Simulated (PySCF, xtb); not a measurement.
C2H4I, SMILES C[CH]I (connectivity only; charge and spin as stated), charge +1, multiplicity 1.

Harmonic wavenumbers (cm⁻¹) from GFN2-xTB (xtb) at its own minimum, in rising order: 161, 310, 644, 702, 843, 998, 1196, 1218, 1253, 1296, 1411, 2819, 2885, 2971, 3044.

Task: What does PBE-D3(BJ)/def2-SVP run with PySCF give at its own minimum? (An estimate is asked for; the answer gives what the named calculation found.)

Result: 165, 306, 617, 722, 890, 937, 1169, 1214, 1259, 1313, 1402, 2891, 2925, 3089, 3122. Paired by order, the mean absolute difference is 36 cm⁻¹ and the zero-point energies are 31.1 and 31.5 kcal/mol.
